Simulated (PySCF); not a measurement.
PySCF 2.14 output of an unrestricted r2SCAN calculation on a single atom or ion in dyall-av2z (11s7p2d, 42 functions), with no relativity, point nucleus:

```
SCF conv_tol = 1e-09
number electrons alpha = 5  beta = 2
    J. W. Furness, A. D. Kaplan, J. Ning, J. P. Perdew, and J. Sun.,  J. Phys. Chem. Lett. 11, 8208-8215 (2020)
    J. W. Furness, A. D. Kaplan, J. Ning, J. P. Perdew, and J. Sun.,  J. Phys. Chem. Lett. 11, 9248-9248 (2020)
    J. W. Furness, A. D. Kaplan, J. Ning, J. P. Perdew, and J. Sun.,  J. Phys. Chem. Lett. 11, 8208-8215 (2020)
    J. W. Furness, A. D. Kaplan, J. Ning, J. P. Perdew, and J. Sun.,  J. Phys. Chem. Lett. 11, 9248-9248 (2020)
cycle= 1 E= -73.6945209670063  delta_E= -0.00429  |g|= 0.0113  |ddm|= 0.0665
cycle= 2 E= -73.6945588939534  delta_E= -3.79e-05  |g|= 0.00129  |ddm|= 0.0104
cycle= 3 E= -73.6945594761474  delta_E= -5.82e-07  |g|= 0.0001  |ddm|= 0.00103
cycle= 4 E= -73.6945594786174  delta_E= -2.47e-09  |g|= 2.12e-05  |ddm|= 9.23e-05
cycle= 5 E= -73.6945594787266  delta_E= -1.09e-10  |g|= 7.23e-07  |ddm|= 2.97e-05
converged SCF energy = -73.6945594787266  <S^2> = 3.7525474  2S+1 = 4.0012735
```

The run itself started from symmetry-adapted Hartree-Fock orbitals and held the occupation by maximum overlap, on a logarithmic radial grid, so the iterations belong to that start.

Question: Which element, charge and spin multiplicity is this?

Answer: O+ (oxygen, charge +1), multiplicity 4; the state was [He] 2s2 2p2 3s1, high-spin 4P determinant (an excited configuration).

The outer electron is Rydberg-like, and this basis confines it to a smaller radius and binds it less than a complete one would.
